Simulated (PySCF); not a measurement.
FGeH3O, SMILES [OH][GeH2][F].

The structure is a stationary point at B3LYP-D3(BJ)/def2-TZVP. One conformer was computed; it need not be the lowest.

Level of theory: TDA-B3LYP/def2-SVPD (PySCF 2.14.0).

Vertical excitations. Gas-phase values at a fixed geometry.

| state | energy (eV) | λ (nm) | f | main pairs |
|---|---|---|---|---|
| S1 | 7.45 | 166 | 0.029 | HOMO→LUMO 97 % |
| S2 | 7.88 | 157 | 0.001 | HOMO→LUMO+1 78 %, HOMO−1→LUMO 16 % |
| S3 | 8.12 | 153 | 0.029 | HOMO−1→LUMO 71 %, HOMO−1→LUMO+1 12 % |
| S4 | 8.28 | 150 | 0.041 | HOMO→LUMO+2 85 % |
| S5 | 8.44 | 147 | 0.004 | HOMO−1→LUMO+1 61 %, HOMO−2→LUMO 16 % |
| S6 | 8.78 | 141 | 0.039 | HOMO−2→LUMO 42 %, HOMO−1→LUMO+2 26 %, HOMO−2→LUMO+1 19 % |
| S7 | 8.83 | 140 | 0.027 | HOMO−2→LUMO+1 62 %, HOMO−1→LUMO+2 27 % |
| S8 | 8.98 | 138 | 0.182 | HOMO−2→LUMO 34 %, HOMO−1→LUMO+2 28 %, HOMO−2→LUMO+1 16 %, HOMO−1→LUMO+1 5 % |
| S9 | 9.17 | 135 | 0.044 | HOMO→LUMO+3 76 % |
| S10 | 9.40 | 132 | 0.065 | HOMO−2→LUMO+2 81 % |
| T1 | 6.94 | 179 | 0 | HOMO→LUMO 89 % |
| T2 | 7.46 | 166 | 0 | HOMO→LUMO+1 92 % |
| T3 | 7.54 | 164 | 0 | HOMO−1→LUMO 54 %, HOMO→LUMO+2 20 %, HOMO−1→LUMO+2 14 % |
| T4 | 7.65 | 162 | 0 | HOMO→LUMO+2 42 %, HOMO−1→LUMO 30 % |
Triplets are in the Tamm–Dancoff approximation.
